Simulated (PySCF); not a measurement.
## Polarisability and C₆ of In (indium, neutral)

[Kr] 4d10 5s2 5p1, 2P determinant. Calculation: PySCF 2.14, in aug-cc-pwCVDZ-PP with ECP28MDF (6s5p4d1f, 48 functions); a scalar-relativistic core potential. Coupled (time-dependent) response in atomic units; α is the mean over directions. A double-zeta set is small for polarisabilities.

```tsv
method	mean α (bohr³)	α xx, yy, zz	C₆ (like pair)	S(−4)
UHF	73.41	59.52, 101.2, 59.52	792.7	2734
PBE	77.66	57.70, 117.6, 57.70	793.5	4115
PBE0	73.88	56.90, 107.8, 56.90	762.5	3312
BLYP	78.09	57.42, 119.4, 57.42	788.8	4407
```

S(−4) is the Cauchy moment in α(ω) = α(0) + S(−4) ω² + …

Reference α: 65 ± 4 bohr³ (recommended; Schwerdtfeger and Nagle, table of static dipole polarizabilities (2023 update)). Published C₆: 779.0 (Chu and Dalgarno (2004); Tang, Norbeck and Certain (1976)).

Spin-orbit coupling is absent.

α(iu) at BLYP:

```json
{"u (hartree)": "0", "α(iu) (bohr³)": "78.09"}
{"u (hartree)": "0.0500", "α(iu) (bohr³)": "69.16"}
{"u (hartree)": "0.100", "α(iu) (bohr³)": "54.27"}
{"u (hartree)": "0.200", "α(iu) (bohr³)": "33.19"}
{"u (hartree)": "0.300", "α(iu) (bohr³)": "21.85"}
{"u (hartree)": "0.500", "α(iu) (bohr³)": "11.63"}
{"u (hartree)": "0.750", "α(iu) (bohr³)": "6.825"}
{"u (hartree)": "1.00", "α(iu) (bohr³)": "4.713"}
{"u (hartree)": "1.50", "α(iu) (bohr³)": "2.883"}
{"u (hartree)": "2.00", "α(iu) (bohr³)": "2.066"}
{"u (hartree)": "3.00", "α(iu) (bohr³)": "1.267"}
{"u (hartree)": "5.00", "α(iu) (bohr³)": "0.6150"}
```

A single London oscillator, α(iu) = α/(1 + u²/ω²), gives C₆ = (3/4) ω α². Matching the computed C₆ needs ω = 4 × 788.8 / (3 × 78.09²) = 0.172 hartree.

The components differ because the open shell of this determinant is not spherical; for a pure term their mean is the scalar polarisability.

Energies and moments cover only the electrons outside the core potential.
